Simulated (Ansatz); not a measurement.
`CO[SiH](N)[SiH3]` and `N[SiH2][SiH3]` differ in one atom or group.

Ansatz, PBE0-D4/def2-TZVP geometries, multiplicity 1. Each molecule was computed in one conformer, which needn't be the lowest.

| property | `CO[SiH](N)[SiH3]` |
| --- | --- |
| HOMO–LUMO gap (B3LYP/def2-TZVPP) / eV | 7.26 |
| size of the dipole moment (ωB97M-V/def2-TZVPP) / D | 2.04 |
| HOMO–LUMO gap (PBE/def2-TZVPP) / eV | 5.50 |
| HOMO energy (ωB97M-V/def2-TZVPP) / eV | -9.70 |
| size of the dipole moment (PBE/def2-TZVPP) / D | 2.02 |
| LUMO energy (PBE0/def2-TZVPP) / eV | 0.08 |

(1) What does the change do to each property? (An estimate is asked.)

## Answers

(1) Ansatz gave: 
| property | `N[SiH2][SiH3]` | shift |
| --- | --- | --- |
| HOMO–LUMO gap (B3LYP/def2-TZVPP) / eV | 6.78 | -0.48 |
| size of the dipole moment (ωB97M-V/def2-TZVPP) / D | 1.47 | -0.57 |
| HOMO–LUMO gap (PBE/def2-TZVPP) / eV | 5.03 | -0.47 |
| HOMO energy (ωB97M-V/def2-TZVPP) / eV | -9.59 | 0.11 |
| size of the dipole moment (PBE/def2-TZVPP) / D | 1.48 | -0.54 |
| LUMO energy (PBE0/def2-TZVPP) / eV | -0.13 | -0.21 |

With PBE0 the HOMO rises by 0.24 eV and the LUMO falls by 0.21 eV, so the gap narrows by about 0.45 eV. PBE moves the HOMO by 0.25 eV and ωB97M-V by 0.11 eV. Dipoles are sizes alone; their direction can turn.

B3LYP here is the variant with VWN-RPA as its local correlation; programs differ in this.
